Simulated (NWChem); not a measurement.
System: C₃HF₃; SMILES FC=C=C(F)F

The following NWChem deck was run.

```
start job
memory heap 200 mb stack 900 mb global 1100 mb
geometry units angstroms
  F      2.442192     0.319324     0.776581
  C      1.696191    -0.103328    -0.244915
  C      0.398183    -0.092733    -0.223137
  C     -0.896993    -0.067447    -0.165347
  F     -1.659748     0.936521    -0.574725
  F     -1.661415    -1.066007     0.255874
  H      2.299390    -0.448703    -1.075652
end
basis spherical
  * library def2-svp
end
dft
  xc xpbe96 cpbe96
  disp vdw 4
  iterations 150
end
driver
  maxiter 120
end
task dft optimize
task dft freq
```

The level has its own optimisation; frequencies are unscaled. Brackets give each atom's bonded neighbours.

Task: Predict the main results of this run. (PBE-D3(BJ)/def2-SVP.) Quantities: r C–F [C(CFH)–F(C)] (Å); r C–C [C(CC)–C(CFH)] (Å); r C–H (Å); r C–C [C(CC)–C(CFF)] (Å); highest harmonic frequency (cm⁻¹); lowest (cm⁻¹); zero-point energy (kcal/mol); dipole (D).

Result: 
```
Property                           Result
---------------------------------  ------
r C–F [C(CFH)–F(C)] (Å)             1.344
r C–C [C(CC)–C(CFH)] (Å)            1.316
r C–H (Å)                           1.106
r C–C [C(CC)–C(CFF)] (Å)            1.315
highest harmonic frequency (cm⁻¹)    3085
lowest (cm⁻¹)                         111
zero-point energy (kcal/mol)         20.9
dipole (D)                           1.16
```
